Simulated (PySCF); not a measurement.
One formula, C4H6F2O, several structures.

PySCF, B3LYP/def2-SVPD, density fitting, gas phase; each molecule at its own GFN2-xTB geometry, one conformer. Singlet excitations by full TDDFT with frozen cores and triplets by Tamm–Dancoff TDDFT. 

Torsions of the conformers computed, which needn't be the lowest (atom-mapped SMILES):
- `[CH2:1]=[C:2]([O:3][CH3:4])[CH:5]([F:6])[F:7]`: C1–C2–O3–C4 0°, C1–C2–C5–F6 59°
- `[CH2:1]=[C:2]([CH2:3][F:4])[O:5][CH2:6][F:7]`: C1–C2–C3–F4 17°, C1–C2–O5–C6 -8°, C2–O5–C6–F7 72°
- `[CH3:1][C@@H:2]([F:3])[C@@H:4]([F:5])[CH:6]=[O:7]`: C1–C2–C4–F5 -44°, C2–C4–C6–O7 47°

The conformers of `F[C@@H]1CC[C@@H](F)O1` aren't listed.

Reference: `F[C@@H]1CC[C@@H](F)O1`, with HOMO energy -9.15 eV, LUMO energy 0.35 eV, lowest singlet excitation 8.60 eV, lowest triplet excitation 8.51 eV and mean polarisability 51.4 au.

Changes against it:

| molecule | Δ electronic energy (kcal/mol) | Δ HOMO energy (eV) | Δ LUMO energy (eV) | Δ lowest singlet excitation (eV) | Δ lowest triplet excitation (eV) | Δ mean polarisability (au) |
| --- | --- | --- | --- | --- | --- | --- |
| C=C(CF)OCF | +28.5 | +1.96 | -0.50 | -2.01 | -4.02 | +4.7 |
| C[C@@H](F)[C@@H](F)C=O | +15.7 | +1.15 | -2.33 | -4.43 | -4.93 | +2.0 |

Rows whose labels were lost:

| row | Δ electronic energy (kcal/mol) | Δ HOMO energy (eV) | Δ LUMO energy (eV) | Δ lowest singlet excitation (eV) | Δ lowest triplet excitation (eV) | Δ mean polarisability (au) |
| --- | --- | --- | --- | --- | --- | --- |
| P | +27.6 | +2.10 | -0.73 | -2.15 | -4.34 | +5.0 |
| Q | +19.2 | +0.54 | -0.06 | -0.58 | -0.67 | +0.5 |

Task: Which row belongs to which of `C=C(OC)C(F)F` and `CC1[C@@H](F)O[C@@H]1F`?

Result: P = `C=C(OC)C(F)F` and Q = `CC1[C@@H](F)O[C@@H]1F`. P and Q are told apart most clearly by the lowest triplet excitation (-4.34 against -0.67 eV); P comes close to the labelled row of `C=C(CF)OCF` in every column.

Task: Which row has the smallest HOMO–LUMO gap and which the largest, and does the HOMO or the LUMO shift more there?

Result: Smallest, counted from the reference: `C[C@@H](F)[C@@H](F)C=O`, -3.48 eV (HOMO +1.15, LUMO -2.33), the larger shift being that of the LUMO. Largest: Q, -0.60 eV (HOMO +0.54, LUMO -0.06), the larger shift being that of the HOMO. The gap of the reference itself lies above all of them.
